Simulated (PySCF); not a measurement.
**Worked example: dipole moment from atomic charges**

thionyl fluoride (F2OS), SMILES FS(=O)F. Atoms are numbered in the order given.

```xyz
4

O      1.3643     0.3468     0.0000
S      0.1599    -0.4034     0.0000
F     -0.7485     0.2044     1.1520
F     -0.7485     0.2044    -1.1520
```

Coordinates come from a PBE0-D3(BJ)/def2-TZVP optimisation.

Charges (e) from M06-2X/def2-TZVPD (PySCF):

```
atom  ESP fit     IAO
----  -------  ------
O1     -0.280  -0.810
S2      0.506   1.775
F3     -0.113  -0.482
F4     -0.113  -0.482
```

The dipole moment of the full density is 1.77 D.

What dipole moment does each set of point charges give, and which comes closer to that of the density?


μ = Σ q r, and 1 e Å = 4.8032 D.
ESP fit: Σ q r = (-0.132, -0.347, 0.000) e Å, |μ| = 1.78 D.
IAO: Σ q r = (-0.100, -1.194, 0.000) e Å, |μ| = 5.75 D.
ESP fit comes closer in size. Point charges leave out the atoms' own dipoles (lone pairs, polarised bonds); fits to the potential absorb them, partitions of the density don't.
